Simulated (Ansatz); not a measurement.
A search over several starts for the lowest SCF solution of Al₃Cl⁻ at the given spin, in a small basis.

```yaml
crystal:
  periodic: [false, false, false]
  atoms:
    - {symbol: Al, position_ang: [0.339345, -0.319787, -0.374574]}
    - {symbol: Al, position_ang: [-1.150012, 1.694980, 0.159496]}
    - {symbol: Al, position_ang: [-0.734042, 0.082484, 1.916249]}
    - {symbol: Cl, position_ang: [1.544709, -1.457677, -1.701172]}
basis:
  gaussian: {orbitals: def2-SVP}
total_charge: -1
magnetization: {spin_polarized: true, initial_magnetization: 1}
hamiltonian: {xc: pbe0, dispersion: d4}
output: {orbitals: {seedname: orbitals}}
```

```sh
$ ansatz run in.yaml --threads 4 --pin off --events-out ev --progress --plain --max-ram 3916MiB
```

It prints (some lines left out):

```
Functional definition: PBE0
632 factors; integrals over basis functions are off by at most 9.0e-4 eV
mean field evaluation 1: about -32289.7672 eV, gradient 1.4e1 eV
mean field evaluation 2: about -32283.7273 eV, gradient 2.7e1 eV
mean field evaluation 4: about -32291.7481 eV, gradient 1.9e0 eV
mean field evaluation 8: about -32291.8451 eV, gradient 1.5e-1 eV
mean field evaluation 16: about -32291.8457 eV, gradient 1.5e-3 eV
mean field evaluation 32: about -32291.7647 eV, gradient 5.7e-1 eV
mean field -32291.84566076 eV, -1186.7034398337 hartree, gradient 2.5e-6 eV, S^2 0.769534; 6 other end points of the search recorded, 0 dependent functions left out
reference -32291.84568485 eV, -1186.7034407192 hartree; 29, 28 occupied and 43, 44 virtual orbitals, 632 factors
Total energy: -32291.97945051 eV, -1186.7083565163 hartree
```

Run time 2.4 s (4 threads of Arm Neoverse V2 on a shared host).

The structure comes from a short search, and lower isomers may exist.
